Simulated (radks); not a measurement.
The numbers below are computed, except where a source is named.
Question: The mean radii <r> (bohr) of the occupied orbitals of an atom or ion are listed with their occupations. Level of theory: Dirac Kohn-Sham, LDA (Slater exchange, Perdew-Zunger correlation), spin-unpolarised, spherical densities, point nucleus (a radial shooting solver on a logarithmic mesh with Libxc functionals).

orbital  occ.      <r>
1s1/2       2  0.02509
2s1/2       2   0.1071
2p1/2       2  0.08994
2p3/2       4  0.09604
3s1/2       2   0.2852
3p1/2       2   0.2749
3p3/2       4   0.2870
3d3/2       4   0.2579
3d5/2       6   0.2617
4s1/2       2   0.6545
4p1/2       2   0.6748
4p3/2       4   0.7022
4d3/2       4   0.7625
4d5/2       6   0.7723
5s1/2       2    1.559
5p1/2       2    1.757
5p3/2       4    1.841
5d3/2     0.8    2.865
5d5/2     1.2    2.917

Name the element and its charge. Open shells, if any, are shared by 2j + 1.

Answer: Z = 57, lanthanum, charge +1: La+ in [Xe] 5d2. The 1s radius gives Z: for a bare nucleus <r> = (2 gamma + 1)/(2Z) with gamma = sqrt(1 - (Z/c)^2), 0.02473 bohr for Z = 57, and screening makes it slightly larger (0.02509 here). The occupations add up to 56, and the charge is Z minus that.
